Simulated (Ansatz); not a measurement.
`O[SiH]([SiH3])O[SiH3]` at its PBE0-D4/def2-TZVP geometry, where that method's forces vanish. The species carries charge 0 and has multiplicity 1.

```xyz
13

O     0.6815    0.6224   -2.3129
Si    0.2793    0.9507   -0.7550
Si    1.8500    0.0273    0.7325
O    -1.2042    0.3660   -0.3931
Si   -2.1158   -0.6548    0.4999
H     0.8643   -0.2867   -2.5539
H     0.2206    2.4292   -0.6957
H     1.9844   -1.4372    0.4867
H     3.1838    0.6569    0.5340
H     1.4347    0.2263    2.1481
H    -1.2428   -1.4664    1.3911
H    -2.8657   -1.5597   -0.4065
H    -3.0700    0.1260    1.3248
```

(1) What forces (eV/Å) does PBE-D4/def2-TZVPP give on these atoms in Ansatz 0.2.0? (Best estimate.)

Answers

(1) Computed: 
```
O1   0.042  0.354 -0.398
Si2  0.303  0.109  0.320
Si3 -0.061  0.038 -0.044
O4  -0.206  0.162 -0.161
Si5 -0.176 -0.222  0.198
H6   0.097 -0.427 -0.116
H7  -0.009  0.174 -0.014
H8   0.018 -0.144 -0.019
H9   0.138  0.059 -0.015
H10 -0.030  0.013  0.149
H11  0.082 -0.094  0.103
H12 -0.087 -0.100 -0.096
H13 -0.110  0.081  0.093
```
